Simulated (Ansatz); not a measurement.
System: S₃, net charge -1, doublet state. It need not be the lowest isomer of its formula. 
Coordinates optimised at B3LYP-D3(BJ)/def2-TZVP (Ansatz, a program for electronic structure):
```
S
S 1 2.0105
S 1 2.0105 2 115.58
```
Charge -1, spin multiplicity 2.

Parts of the frozen-core correlation energy in aug-cc-pV(T+d)Z (Ansatz, hartree). Frozen orbitals: 15; correlated occupied orbitals by spin: 10 and 9; virtual: 140 and 141. Open shells are spin-unrestricted. Spin-orbit coupling is left out. No relativistic terms.

```tsv
term	value
reference (HF)	-1192.70003
MP2 opposite-spin	(withheld)
MP2 same-spin	(withheld)
CCSD correlation	-0.56578
(T)	(withheld)
T1 diagnostic	0.023
largest doubles amplitude	0.029
<S^2> of the reference	0.784
```

Problem. Some entries are withheld; supply them.

Solution. 
- MP2 opposite-spin, value: -0.39418
- MP2 same-spin, value: -0.13896
- (T), value: -0.03642
